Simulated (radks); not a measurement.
The numbers below are computed, except where a source is named.
Spherical quantum dot in the effective-mass picture: electrons in a hard-walled sphere of radius 1.68, with a point charge +2 (a donor) at the centre, all in effective atomic units (hartree* = m*/eps^2 hartree, bohr* = eps/m* bohr), one dielectric constant everywhere. Level of theory: non-relativistic Kohn-Sham, PBEsol, spin-polarised, spherical densities (a radial shooting solver with Libxc functionals). Levels are named by radial order and angular momentum (1s, 1p, 1d, 2s, ...), and open shells are averaged over m. Results are scaled to m* = 0.033 and eps = 17.7, for which hartree* = 2.866 meV and bohr* = 28.38 nm.

N = 9, configuration 1s2 1p6 2s(up 1, down 0). This is the lowest configuration that the search found. Occupied and some empty levels:

level,occupation,eigenvalue (meV),<r> (nm)
1s up,1,18.854,22.07
1s down,1,19.132,22.51
1p up,3,24.744,28.93
1p down,3,24.846,28.92
2s up,1,30.967,23.11
1d up,0,31.021,31.52
1d down,0,31.129,31.49
2s down,0,31.532,22.96
1f up,0,38.615,33.21
1f down,0,38.741,33.18
2p up,0,44.151,24.90
2p down,0,44.399,25.04
1g up,0,47.540,34.46
1g down,0,47.682,34.44

Energy (meV): total 114.457, kinetic 94.011, external -69.036, Hartree 109.38, exchange-correlation -19.900.

Electron density:

r (nm),n(r) (e/nm^3)
2.33,0.0002313
4.71,0.0001660
7.10,0.0001209
9.48,0.00009034
11.9,0.00007037
14.3,0.00005792
16.6,0.00005059
19.0,0.00004649
21.4,0.00004411
23.8,0.00004226
26.2,0.00004001
28.6,0.00003678
30.9,0.00003228
33.3,0.00002662
35.7,0.00002020
38.1,0.00001370
40.5,7.917e-06
42.9,3.515e-06
45.2,8.638e-07
47.6,2.181e-09
